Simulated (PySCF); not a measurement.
C3H6GeO, SMILES C1[O][Ge@@H]([CH3])[CH]=1.

The structure is a stationary point at B3LYP-D3(BJ)/def2-SVP. The structure was generated by enumeration; whether it is a known compound was not checked.

Two levels are set side by side: TDA-PBE/def2-SVPD (PySCF) and TDA-B3LYP/def2-SVPD (PySCF). Vertical, same geometry. The lowest singlet is HOMO→LUMO 100 % with PBE and HOMO→LUMO 99 % with the other functional; states are paired by order. Differences are taken from unrounded values.

| quantity | TDA-B3LYP | TDA-PBE | TDA-PBE minus TDA-B3LYP |
|---|---|---|---|
| lowest singlet excitation (eV) | 4.64 | 4.26 | -0.39 |
| lowest triplet excitation (TDA) (eV) | 3.89 | 3.86 | -0.03 |

A lower first singlet is the usual sign of a functional without exact exchange. Differences between two approximate levels are no errors against the true value.

Rough cost on one machine, each run with all the roots and properties that it gave: TDA-B3LYP against TDA-PBE about 2 times.
